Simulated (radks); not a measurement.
The nuclear charge of neutral fluorine is varied continuously with 9 electrons held in [He] 2s2 2p5. All-electron calculation, scalar-relativistic Kohn-Sham, PBE, spin-unpolarised, spherical densities, finite nucleus; Fermi nuclear charge, rms radius 2.8976 fm. Program: a radial shooting solver on a logarithmic mesh with Libxc functionals. By the Hellmann-Feynman theorem dE/dZ = E(electron-nucleus)/Z, the electronic potential at the nucleus (averaged over a nucleus of fixed radius). The scalar-relativistic energy here is not variational (the density holds large components alone), so the two differ by a part that grows with Z.

[
 {"Z": "8.75", "E (hartree)": "-93.22799", "E(electron-nucleus)/Z (hartree)": "-25.5868", "HOMO": "2p", "e(HOMO) (eV)": "-7.027", "<r> HOMO (bohr)": "1.184"},
 {"Z": "9", "E (hartree)": "-99.74435", "E(electron-nucleus)/Z (hartree)": "-26.5403", "HOMO": "2p", "e(HOMO) (eV)": "-11.112", "<r> HOMO (bohr)": "1.105"},
 {"Z": "9.25", "E (hartree)": "-106.49884", "E(electron-nucleus)/Z (hartree)": "-27.4916", "HOMO": "2p", "e(HOMO) (eV)": "-15.695", "<r> HOMO (bohr)": "1.038"},
 {"Z": "9.5", "E (hartree)": "-113.49104", "E(electron-nucleus)/Z (hartree)": "-28.4416", "HOMO": "2p", "e(HOMO) (eV)": "-20.757", "<r> HOMO (bohr)": "0.9797"},
 {"Z": "9.75", "E (hartree)": "-120.72066", "E(electron-nucleus)/Z (hartree)": "-29.3906", "HOMO": "2p", "e(HOMO) (eV)": "-26.287", "<r> HOMO (bohr)": "0.9287"},
 {"Z": "10", "E (hartree)": "-128.18748", "E(electron-nucleus)/Z (hartree)": "-30.3388", "HOMO": "2p", "e(HOMO) (eV)": "-32.275", "<r> HOMO (bohr)": "0.8834"}
]

The central difference of E at Z = 9 is -26.542 hartree, to compare with the third column; the second derivative is -3.81 hartree.
